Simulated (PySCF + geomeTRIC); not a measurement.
Species: [Ti(Cl)4] (charge 0, multiplicity 1).

Task: Give a relaxed geometry from TPSS-D3(BJ)/def2-SVP (PySCF + geomeTRIC).

Result: the end point of this relaxation.
Cartesian coordinates (Å) in one orientation:
```xyz
5

Ti     0.028    -0.015    -0.003
Cl    -0.461     1.512     1.463
Cl    -0.128    -1.978     0.917
Cl    -1.354     0.118    -1.675
Cl     2.058     0.287    -0.717
```
